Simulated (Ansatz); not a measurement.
`CC#[N+][B-](Cl)(Cl)Cl`, charge 0, multiplicity 1.

Task: Give a relaxed structure at PBE0-D4/def2-TZVP (Ansatz). (Best estimate.)

Result: Computed: 
```xyz
10

C    -1.4928    1.4544   -0.2316
C    -0.4694    0.4564   -0.0725
N     0.3410   -0.3338    0.0535
B     1.4661   -1.4285    0.2275
Cl    0.9559   -2.4050    1.6797
Cl    3.0053   -0.4872    0.4883
Cl    1.4485   -2.3767   -1.3293
H    -2.2387    1.0999   -0.9450
H    -1.9706    1.6422    0.7314
H    -1.0452    2.3782   -0.6021
```
Point group C3.
This is one stationary point; other conformers may exist.
